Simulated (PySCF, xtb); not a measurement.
CH₃Te, SMILES C[Te] (connectivity only; charge and spin as stated), charge +1, multiplicity 1.

xtb 6.7.1 with GFN2-xTB at its own geometry gives an orbital gap of 0.45 eV.

Geometry optimised at B3LYP-D3(BJ)/def2-TZVP. The spin state was assumed, not searched. The isomer is the one that the SMILES or the coordinates give; other isomers of the formula were not compared. The def2 effective core potentials stand for the cores of Te; spin–orbit coupling is left out.

Q: What does ωB97X/def2-TZVPD in PySCF give? (Estimate from the structure and the level; the computed values follow.)

A: gap 5.74 eV (levels -15.25 and -9.51 eV).
